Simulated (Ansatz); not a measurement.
```yaml
crystal:
  periodic: [false, false, false]
  atoms:
    - {symbol: C, position_ang: [-1.313116, -0.900479, -1.029627]}
    - {symbol: Al, position_ang: [0.054238, 0.011422, -0.059505]}
    - {symbol: C, position_ang: [1.191806, 0.261853, 1.392579]}
    - {symbol: C, position_ang: [1.202375, 1.321905, 0.601169]}
    - {symbol: F, position_ang: [1.900104, 2.443746, 0.699016]}
    - {symbol: H, position_ang: [-1.218663, -2.029428, -1.104593]}
    - {symbol: H, position_ang: [-2.309848, -0.556069, -0.764686]}
    - {symbol: H, position_ang: [-1.222945, -0.558794, -2.181995]}
    - {symbol: H, position_ang: [1.813369, 0.053839, 2.350043]}
basis:
  gaussian: {orbitals: def2-SVP, point_charges: [{charge: 1.00, position_ang: [4.920, 0.864, -0.328]}]}
magnetization: {spin_polarized: true, initial_magnetization: 2}
hamiltonian: {xc: {name: CAM-B3LYP}, dispersion: d3bj}
output: {forces: true}
```

```sh
$ ansatz run in.yaml --threads 2 --pin off --events-out ev --progress --plain --max-ram 4352MiB
```

Shortened log:

```
Functional definition: CAM-B3LYP
936 factors; integrals over basis functions are off by at most 1.1e-3 eV
263 factors; integrals over basis functions are off by at most 9.6e-6 eV
mean field evaluation 1: about -12466.0090 eV, gradient 3.9e1 eV
mean field evaluation 2: about -12461.9441 eV, gradient 4.4e1 eV
mean field evaluation 4: about -12473.8452 eV, gradient 3.0e0 eV
mean field evaluation 8: about -12474.1027 eV, gradient 9.6e-1 eV
mean field evaluation 16: about -12474.2399 eV, gradient 2.3e-1 eV
mean field evaluation 32: about -12474.2514 eV, gradient 1.9e-3 eV
mean field -12474.25140171 eV, -458.4202836614 hartree, gradient 1.2e-6 eV, S^2 2.011028; 6 other end points of the search recorded, 0 dependent functions left out
reference -12474.25152605 eV, -458.4202882310 hartree; 23, 21 occupied and 71, 73 virtual orbitals, 936 factors
Total energy: -12474.37878222 eV, -458.4249648089 hartree
Atom 0 at    -1.313116    -0.900479    -1.029627 Å, force    -0.572987     0.235216    -2.725565 eV/Å
Atom 1 at     0.054238     0.011422    -0.059505 Å, force    -0.898863    -3.186462    -4.430952 eV/Å
Atom 2 at     1.191806     0.261853     1.392579 Å, force     1.788868     2.430155     2.655337 eV/Å
Atom 3 at     1.202375     1.321905     0.601169 Å, force     2.490079     0.495434     4.133016 eV/Å
Atom 4 at     1.900104     2.443746     0.699016 Å, force    -0.632440     0.286269    -1.047854 eV/Å
Atom 5 at    -1.218663    -2.029428    -1.104593 Å, force    -0.126761     1.081212     0.525868 eV/Å
Atom 6 at    -2.309848    -0.556069    -0.764686 Å, force    -0.784970    -0.426383     0.202296 eV/Å
Atom 7 at    -1.222945    -0.558794    -2.181995 Å, force     0.115165    -0.535805     2.441701 eV/Å
Atom 8 at     1.813369     0.053839     2.350043 Å, force    -1.166548    -0.352518    -1.689230 eV/Å
Dipole moment:    -0.640070     0.003279     0.408407 e Å
```

It took 14 s on 2 threads of an Arm Neoverse V2 on a shared host, with 0.26 GiB of host memory at the peak.
